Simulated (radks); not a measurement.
The numbers below are computed, except where a source is named.
Valence configurations of the xenon ion Xe+ (all share [Kr]). Code: a radial shooting solver on a logarithmic mesh with Libxc functionals. Model: Dirac Kohn-Sham, LDA (Slater exchange, Perdew-Wang correlation), spin-unpolarised, spherical densities, finite nucleus; open shells fill j = l - 1/2 first; Fermi nuclear charge, rms radius 4.7859 fm. Energies are relative to 4d10 5s2 5p5; eigenvalues in eV.

valence	E (eV)	e(4d3/2)	e(4d5/2)	e(5p1/2)	e(5p3/2)	e(5s1/2)
4d10 5s2 5p5	0.000	-70.499	-68.500	-18.103	-16.685	-29.235
4d10 5s1 5p6	12.648	-71.895	-69.891	-18.749	-17.287	-30.032
4d9 5s2 5p6	54.643	-77.630	-75.555	-19.663	-18.080	-31.408

NIST lists [Kr] 4d10 5s2 5p5 as the ground configuration; this level of theory agrees among the configurations tried. The energies are those of spherical spin-averaged densities, not of single terms.
